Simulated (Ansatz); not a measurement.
ClFH₃NOSi, SMILES `N[Si](O)(F)Cl`. The species carries charge 0 and has multiplicity 1.

Cartesian coordinates in Å:
```
N 1.195 0.193 0.092
Si -0.392 -0.362 -0.043
O -1.375 0.766 -0.668
F -0.588 -1.598 -1.014
Cl -0.957 -0.986 1.814
H 1.830 -0.223 0.753
H 1.674 0.590 -0.700
H -1.388 1.620 -0.234
```

Question: Give the diagnostics of a CCSD(T)/def2-TZVPP run (frozen core, Ansatz 0.2.0). (Best estimate.)

Answer: Ansatz gave: T1 = 0.0102, largest single amplitude 0.011, largest double 0.016, (T) share of the correlation energy 3.4 %, 9 CCSD cycles. The RHF solution is stable towards an unrestricted one. T1 lies under the customary mark of 0.02 for closed shells.
